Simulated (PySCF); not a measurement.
## Two-component Hartree-Fock for As(2+) (arsenic, charge +2)

Start: [Ar] 3d10 4s1 4p1 5s1; 4s1/2 filled at m_j = +1/2; 4p3/2 filled at m_j = +3/2; 5s1/2 filled at m_j = +1/2. Calculated with PySCF 2.14 in x2c-TZVPall-2c with one added diffuse shell each of s, p, d type (7s8p5d1f, 63 functions): generalised Hartree-Fock with the X2C-1e Hamiltonian and a Gaussian nucleus; one run each with spin-orbit coupling (SO) switched off, then screened by Boettger's factors. This is a chosen level, not necessarily the ground level.

```json
{"spinor shell": "1s1/2", "electrons": "2", "ε, spin-free (eV)": "-11973.9", "ε, screened SO (eV)": "-11973.7", "weight of nominal j (screened SO)": "1.000", "rms radius, screened SO (bohr)": "0.0524"}
{"spinor shell": "2s1/2", "electrons": "2", "ε, spin-free (eV)": "-1601.0", "ε, screened SO (eV)": "-1601.0", "weight of nominal j (screened SO)": "1.000", "rms radius, screened SO (bohr)": "0.219"}
{"spinor shell": "2p1/2", "electrons": "2", "ε, spin-free (eV)": "-1402.5", "ε, screened SO (eV)": "-1427.6", "weight of nominal j (screened SO)": "1.000", "rms radius, screened SO (bohr)": "0.194"}
{"spinor shell": "2p3/2", "electrons": "4", "ε, spin-free (eV)": "-1402.5", "ε, screened SO (eV)": "-1390.5", "weight of nominal j (screened SO)": "1.000", "rms radius, screened SO (bohr)": "0.197"}
{"spinor shell": "3s1/2", "electrons": "2", "ε, spin-free (eV)": "-253.67", "ε, screened SO (eV)": "-253.70", "weight of nominal j (screened SO)": "1.000", "rms radius, screened SO (bohr)": "0.639"}
{"spinor shell": "3p1/2", "electrons": "2", "ε, spin-free (eV)": "-190.01", "ε, screened SO (eV)": "-193.62", "weight of nominal j (screened SO)": "0.998", "rms radius, screened SO (bohr)": "0.659"}
{"spinor shell": "3p3/2", "electrons": "4", "ε, spin-free (eV)": "-190.01", "ε, screened SO (eV)": "-188.34", "weight of nominal j (screened SO)": "0.999", "rms radius, screened SO (bohr)": "0.669"}
{"spinor shell": "3d3/2", "electrons": "4", "ε, spin-free (eV)": "-84.835", "ε, screened SO (eV)": "-85.373", "weight of nominal j (screened SO)": "0.918", "rms radius, screened SO (bohr)": "0.741"}
{"spinor shell": "3d5/2", "electrons": "6", "ε, spin-free (eV)": "-84.835", "ε, screened SO (eV)": "-84.543", "weight of nominal j (screened SO)": "0.946", "rms radius, screened SO (bohr)": "0.742"}
{"spinor shell": "4s1/2", "electrons": "1", "ε, spin-free (eV)": "-45.109", "ε, screened SO (eV)": "-45.123", "weight of nominal j (screened SO)": "0.999", "rms radius, screened SO (bohr)": "1.88"}
{"spinor shell": "4p3/2", "electrons": "1", "ε, spin-free (eV)": "-32.846", "ε, screened SO (eV)": "-32.701", "weight of nominal j (screened SO)": "1.000", "rms radius, screened SO (bohr)": "2.19"}
{"spinor shell": "5s1/2", "electrons": "1", "ε, spin-free (eV)": "-14.951", "ε, screened SO (eV)": "-14.955", "weight of nominal j (screened SO)": "0.895", "rms radius, screened SO (bohr)": "4.49"}
```

```csv
quantity,spin-free,screened SO
E (hartree),-2257.19183,-2257.28110
M_J,5/2,5/2
⟨J²⟩,9.397,9.383
⟨L²⟩,2.647,2.639
⟨S²⟩,3.751,3.753
```

The determinant has a definite M_J but mixes levels of different J.

Each row is a mean over spinors that exchange with the open shell spreads, by up to 1.123 eV (3s1/2).

Rows whose weight is well below 1 are mixtures of j = l ± 1/2: exchange outweighs spin-orbit coupling there, and the label is only the starting occupation.

Without spin-orbit coupling the j labels of p, d and f shells carry no meaning; the spin-free column gives the mean over the occupied spinors of each nl shell, and its ⟨J²⟩ belongs to a mixture of degenerate components.
